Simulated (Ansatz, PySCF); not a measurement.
Process, species as SMILES: CSC [methylsulfanylmethane] → [CH2]SC + H atom (the C-H bond at the site shown breaks; other sites are not compared here)
Geometries: B3LYP-D3(BJ)/def2-TZVP minima from Ansatz (an electronic-structure program), one conformer each, not searched for the lowest.
Geometry of the first species:
```
S
C 1 1.8112
H 2 1.0891 1 107.16
H 2 1.0906 3 108.89 1 120.22
H 2 1.0906 3 108.89 4 119.56
C 1 1.8112 2 99.32 3 180.00
H 6 1.0891 1 107.16 2 -180.00
H 6 1.0906 7 108.89 1 -120.22
H 6 1.0906 7 108.89 8 -119.56
```

Wanted: bond dissociation energy (0 K, with B3LYP-D3(BJ) harmonic zero-point energies from PySCF), in kcal/mol. Valence correlation only, unless marked. Open shells are spin-unrestricted. Spin-orbit coupling is left out. No relativistic terms. Basis-set limits of correlation are two-point, X^-3; Hartree-Fock from the larger set. [CCSD(T)-MP2]/basis is that difference in the basis named.

| level | program | bond dissociation energy (kcal/mol) | minus last row |
|---|---|---|---|
| HF/6-31G | Ansatz | 75.1 | -17.7 |
| PBE0-D3(BJ)/def2-TZVP | Ansatz + dftd3 | 87.9 | -4.9 |
| LC-wPBE-D3(BJ)/def2-TZVPD | Ansatz + dftd3 | 88.4 | -4.4 |
| CCSD/cc-pV(D+d)Z | Ansatz | 88.8 | -4.0 |
| CCSD(T)/6-31G* | Ansatz | 87.0 | -5.8 |
| CCSD(T)/cc-pV(D+d)Z | Ansatz | 89.0 | -3.8 |
| RI-MP2/CBS(cc-pV(T+d)Z,cc-pV(Q+d)Z)+[CCSD(T)-MP2]/cc-pV(T+d)Z | Ansatz | 92.8 | 0.0 |
